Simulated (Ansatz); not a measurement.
A run on C7H5NS, SMILES `c1ccc2scnc2c1` with other settings.

```yaml
crystal:
  periodic: [false, false, false]
  atoms:
    - {symbol: C, position_ang: [-0.131004, -1.866427, -0.436147]}
    - {symbol: C, position_ang: [1.212315, -1.537610, -0.225265]}
    - {symbol: C, position_ang: [1.588309, -0.250607, 0.104562]}
    - {symbol: C, position_ang: [0.589885, 0.710170, 0.220822]}
    - {symbol: S, position_ang: [0.718931, 2.384277, 0.613226]}
    - {symbol: C, position_ang: [-1.004469, 2.515017, 0.467794]}
    - {symbol: N, position_ang: [-1.642474, 1.442575, 0.160003]}
    - {symbol: C, position_ang: [-0.765573, 0.392027, 0.011060]}
    - {symbol: C, position_ang: [-1.121780, -0.914537, -0.321116]}
    - {symbol: H, position_ang: [-0.393942, -2.885601, -0.693725]}
    - {symbol: H, position_ang: [1.971666, -2.304651, -0.322024]}
    - {symbol: H, position_ang: [2.629484, -0.000307, 0.267053]}
    - {symbol: H, position_ang: [-1.485810, 3.470671, 0.635369]}
    - {symbol: H, position_ang: [-2.165547, -1.155009, -0.481614]}
basis:
  gaussian: {orbitals: aug-cc-pVDZ}
total_charge: -1
magnetization: {spin_polarized: true, initial_magnetization: 1}
hamiltonian: {xc: {name: LC-wPBE}, pseudopotentials: {relativity: none}}
output: {forces: true}
```

```sh
$ ansatz run in.yaml --threads 2 --pin off --events-out ev --progress --plain --max-ram 32768MiB --backend cpu
```

Shortened log:

```
Functional definition: LC-wPBE
2464 factors; their error is unknown
1345 factors; integrals over basis functions are off by at most 7.3e-6 eV
mean field evaluation 1: about -19649.3470 eV, gradient 3.6e1 eV
mean field evaluation 2: about -19646.0643 eV, gradient 4.4e1 eV
mean field evaluation 4: about -19656.4061 eV, gradient 3.7e0 eV
mean field evaluation 8: about -19656.5576 eV, gradient 5.2e-1 eV
mean field evaluation 16: about -19656.6307 eV, gradient 1.1e-1 eV
mean field evaluation 32: about -19656.5529 eV, gradient 1.9e-4 eV
mean field -19656.55290506 eV, -722.3649955708 hartree, gradient 2.2e-5 eV, S^2 0.797082; 6 other end points of the search recorded, 0 dependent functions left out
reference -19656.55290507 eV, -722.3649955714 hartree; 36, 35 occupied and 220, 221 virtual orbitals, 2464 factors
Total energy: -19656.55290507 eV, -722.3649955714 hartree
Atom 0 at    -0.131004    -1.866427    -0.436147 Å, force     0.214038     0.223690     0.072216 eV/Å
Atom 1 at     1.212315    -1.537610    -0.225265 Å, force    -0.148503    -1.604188    -0.378397 eV/Å
Atom 2 at     1.588309    -0.250607     0.104562 Å, force    -0.481387     1.683742     0.332435 eV/Å
Atom 3 at     0.589885     0.710170     0.220822 Å, force     1.285348    -1.009056    -0.097926 eV/Å
Atom 4 at     0.718931     2.384277     0.613226 Å, force     1.099920     0.566207     0.239999 eV/Å
Atom 5 at    -1.004469     2.515017     0.467794 Å, force     0.102563     3.132656     0.720216 eV/Å
Atom 6 at    -1.642474     1.442575     0.160003 Å, force    -0.296710    -3.689528    -0.866124 eV/Å
Atom 7 at    -0.765573     0.392027     0.011060 Å, force    -1.694049     2.197355     0.325731 eV/Å
Atom 8 at    -1.121780    -0.914537    -0.321116 Å, force    -0.205200    -1.172611    -0.286435 eV/Å
Atom 9 at    -0.393942    -2.885601    -0.693725 Å, force    -0.068596    -0.325641    -0.080849 eV/Å
Atom 10 at     1.971666    -2.304651    -0.322024 Å, force     0.188207    -0.250150    -0.037399 eV/Å
Atom 11 at     2.629484    -0.000307     0.267053 Å, force     0.264293     0.107772     0.051179 eV/Å
Atom 12 at    -1.485810     3.470671     0.635369 Å, force    -0.018812     0.207806     0.045181 eV/Å
Atom 13 at    -2.165547    -1.155009    -0.481614 Å, force    -0.241112    -0.068055    -0.039827 eV/Å
Dipole moment:     0.412773    -0.150749     0.007753 e Å
```

Run time 84 s (2 threads of an AMD EPYC 7R13 on a shared host); peak host memory 2.1 GiB.
